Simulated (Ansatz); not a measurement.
Ideal-gas functions of C$_{2}$H$_{4}$Cl$_{2}$Ge (`C=[CH][GeH]([Cl])[Cl]`) at 400 K and 1 bar, from an Ansatz frequency run at PBE0-D4/def2-TZVP.

Molar mass 171.57 g/mol, point group C1 (symmetry number 1), electronic degeneracy 1, moments of inertia 211.866, 288.852, 426.41 u Å². Harmonic wavenumbers (cm⁻¹, unscaled): 69, 130, 142, 178, 333, 415, 434, 517, 606, 711, 729, 1011, 1014, 1026, 1279, 1435, 1675, 2184, 3142, 3168, 3230.

Use S(trans) = R[1.5 ln M + 2.5 ln T − 1.1517]; rotational temperatures θ = 24.2544 K / I; S(rot) = R[ln(√π/σ · √(T³/θAθBθC)) + 1.5]; for each mode x = 1.438777 ν̃/T, S = R[x/(eˣ − 1) − ln(1 − e⁻ˣ)] and H = RT x/(eˣ − 1); 1 cm⁻¹ = 0.0119627 kJ/mol; R = 8.31446 J/(mol·K).

By hand: the entropy, in J/(mol·K).

Translation 179.1. Rotation: θ = 0.1145, 0.084, 0.0569 K, giving 123.2. Vibration, mode by mode: 19.92, 14.71, 13.99, 12.16, 7.29, 5.71, 5.41, 4.26, 3.31, 2.46, 2.33, 1.04, 1.03, 1.00, 0.47, 0.30, 0.14, 0.03, 0.00, 0.00, 0.00, in all 95.6. Electronic 0.0. Sum 397.9 J/(mol·K).

By hand: H − E and G − E in kJ/mol, counted from the electronic energy.

Zero-point energy ½ × 23428 × 0.0119627 = 140.1; thermal vibration 19.7; translation, rotation and pV give 4 RT = 13.3. H − E = 173.1 kJ/mol, and G − E = 173.1 − 400 × 397.9/1000 = 13.9 kJ/mol.

Vibration gives 24 % of the entropy, 48.6 J/(mol·K) of it from the modes under 150 cm⁻¹: soft modes count most, and the harmonic formula is weakest for them. The sum counts one conformer and one mirror image; others add a mixing term.
